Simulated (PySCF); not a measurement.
Computed with CAM-B3LYP-D3(BJ)/def2-TZVP (PySCF). All species are isolated molecules in the gas phase. 

Reference species (SMILES): `[c]1cc[nH]c1` (neutral, multiplicity 2).

| Quantity | Result |
|---|---|
| highest occupied spin orbital | -7.54 eV |

Changed species: `[c]1ccc[nH]1` (H atom removed from C3; the reference has H atom removed from C1).

Q: Predict the effect on the highest occupied spin orbital.

A: the highest occupied spin orbital rises by 0.11 eV, to -7.43 eV.
